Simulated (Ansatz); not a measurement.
Consider the formal exchange of groups at a B–Ga bond: `[CH3][Ga]([CH3])[BH]Cl` + `N[SiH2]F` → `N[SiH](F)BCl` + `[CH3][GaH][CH3]`.

Calculated with Ansatz (gas phase, PBE0-D4/def2-TZVP geometries, no zero-point term in ΔE). CCSD(T)/CBS adds triple-zeta CCSD(T) − MP2 to the extrapolated MP2 energy (def2 sets, frozen cores). Functionals use def2-TZVPP. B3LYP here is the variant with VWN-RPA as its local correlation; programs differ in this. For Ga outer-core shells are correlated without core-valence functions, which leaves a few kJ/mol of doubt a bond. Scalar relativity is left out up to krypton. Each species was taken in one conformer, which may not be the lowest.

`[CH3][Ga]([CH3])[BH]Cl`:

```xyz
12

C     0.363   -1.777    0.587
Ga    0.059    0.109    0.072
C    -1.647    0.553   -0.826
B     1.518    1.564    0.442
Cl    2.750    1.861   -0.773
H     1.096   -2.220   -0.095
H     0.776   -1.861    1.594
H    -0.553   -2.369    0.528
H    -1.604    1.484   -1.393
H    -1.957   -0.256   -1.490
H    -2.426    0.662   -0.064
H     1.627    2.250    1.417
```

`N[SiH2]F`:

```xyz
7

N    -0.254    0.508    0.880
Si    0.266   -0.268   -0.534
F    -0.854   -1.162   -1.257
H    -0.822    1.339    0.854
H    -0.349    0.017    1.753
H     1.358   -1.201   -0.178
H     0.654    0.766   -1.518
```

`N[SiH](F)BCl`:

```xyz
9

N     0.396   -1.336   -0.532
Si   -0.680   -0.051   -0.262
F    -1.861   -0.373    0.788
B     0.365    1.473    0.551
Cl    1.650    1.088    1.668
H     0.184   -2.107   -1.143
H     1.124   -1.559    0.126
H    -1.368    0.229   -1.546
H     0.191    2.636    0.350
```

`[CH3][GaH][CH3]`:

Cartesian coordinates in Å:
```
C 1.161 0.262 1.247
Ga -0.605 -0.072 0.438
C -0.785 -0.217 -1.519
H 1.693 -0.691 1.347
H 1.088 0.703 2.242
H 1.776 0.906 0.614
H -1.878 -0.223 1.360
H -0.879 0.788 -1.944
H -1.670 -0.782 -1.816
H 0.099 -0.674 -1.971
```

```json
{"level": "PBE-D4", "ΔE (kcal/mol)": "1.7", "difference from CCSD(T)/CBS": "-1.4"}
{"level": "r2SCAN-D4", "ΔE (kcal/mol)": "2.0", "difference from CCSD(T)/CBS": "-1.1"}
{"level": "PBE0-D4", "ΔE (kcal/mol)": "1.7", "difference from CCSD(T)/CBS": "-1.4"}
{"level": "B3LYP-D4", "ΔE (kcal/mol)": "1.9", "difference from CCSD(T)/CBS": "-1.2"}
{"level": "ωB97X-V", "ΔE (kcal/mol)": "1.5", "difference from CCSD(T)/CBS": "-1.6"}
{"level": "ωB97M-V", "ΔE (kcal/mol)": "2.1", "difference from CCSD(T)/CBS": "-1.0"}
{"level": "B2PLYP", "ΔE (kcal/mol)": "2.8", "difference from CCSD(T)/CBS": "-0.3"}
{"level": "PBE", "ΔE (kcal/mol)": "2.0", "difference from CCSD(T)/CBS": "-1.1"}
{"level": "r2SCAN", "ΔE (kcal/mol)": "2.1", "difference from CCSD(T)/CBS": "-1.0"}
{"level": "PBE0", "ΔE (kcal/mol)": "2.0", "difference from CCSD(T)/CBS": "-1.1"}
{"level": "B3LYP", "ΔE (kcal/mol)": "2.5", "difference from CCSD(T)/CBS": "-0.6"}
{"level": "HF/def2-TZVPP", "ΔE (kcal/mol)": "2.0", "difference from CCSD(T)/CBS": "-1.1"}
{"level": "MP2/def2-TZVPP", "ΔE (kcal/mol)": "3.7", "difference from CCSD(T)/CBS": "0.6"}
{"level": "SCS-MP2/def2-TZVPP", "ΔE (kcal/mol)": "3.5", "difference from CCSD(T)/CBS": "0.4"}
{"level": "CCSD/def2-TZVPP", "ΔE (kcal/mol)": "3.0", "difference from CCSD(T)/CBS": "-0.1"}
{"level": "CCSD(T)/def2-TZVPP", "ΔE (kcal/mol)": "3.1", "difference from CCSD(T)/CBS": "0.0"}
{"level": "HF/def2-QZVPP", "ΔE (kcal/mol)": "1.9", "difference from CCSD(T)/CBS": "-1.2"}
{"level": "MP2/def2-QZVPP", "ΔE (kcal/mol)": "3.6", "difference from CCSD(T)/CBS": "0.5"}
{"level": "SCS-MP2/def2-QZVPP", "ΔE (kcal/mol)": "3.3", "difference from CCSD(T)/CBS": "0.2"}
{"level": "HF/CBS(def2)", "ΔE (kcal/mol)": "1.9", "difference from CCSD(T)/CBS": "-1.2"}
{"level": "MP2/CBS(def2)", "ΔE (kcal/mol)": "3.6", "difference from CCSD(T)/CBS": "0.5"}
{"level": "CCSD/CBS(def2)", "ΔE (kcal/mol)": "3.0", "difference from CCSD(T)/CBS": "-0.1"}
{"level": "CCSD(T)/CBS", "ΔE (kcal/mol)": "3.1", "difference from CCSD(T)/CBS": "0"}
```

Largest T1 diagnostic among the species: 0.013.

In def2-TZVPP, CCSD(T) changes the Hartree–Fock value by +1.1 kcal/mol (the triples alone add +0.1 kcal/mol) and MP2 by +1.7 kcal/mol.
